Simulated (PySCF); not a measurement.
**Trend along group 13: MZn cations**

CCSD(T) with double-zeta basis sets in PySCF, for the lowest determinant that a PBE0 search found; no spin–orbit coupling. De refers to high-spin ground-configuration atoms (the charge goes to the atom of lower measured ionisation energy or higher electron affinity, which is not always the lowest computed limit).

```
 M       basis  reference, frozen orbitals  charged atom  state (unpaired electrons)  Re (Å)  ωe (cm⁻¹)  De (eV)
 B    def2-SVP                      RHF, 6            B+      singlet (closed shell)   2.364        344     1.77
Al  6-31G(d,p)                     RHF, 10           Al+      singlet (closed shell)   2.820        158     0.60
Tl    def2-SVP                      RHF, 9           Tl+      singlet (closed shell)   3.177       84.8      n/a
```

The shortest bond is that of ZnB⁺ (2.364 Å), the longest that of TlZn⁺ (3.177 Å).

The rows differ in basis set, which adds steps of its own.

Relativity is treated differently too: B no relativity; Al no relativity; Tl scalar-relativistic core potentials.

De is n/a where a free atom or ion gave no sound limit at this level.

Down a group bonds as a rule get longer and wavenumbers fall, partly through the reduced mass; this series shows no clear exception.

Correlated steps freeze the inner cores (6 to 10 orbitals); shallow outer-core shells are correlated. Correlated levels converge slowly with the basis: in double zeta they bind strong bonds too weakly, by up to about 1 eV, and carry superposition errors of some tenths. Spin–orbit coupling is left out. For an ion De counts to the pair picked by the measured ionisation energies or electron affinities, which need not be the lowest pair at this level.
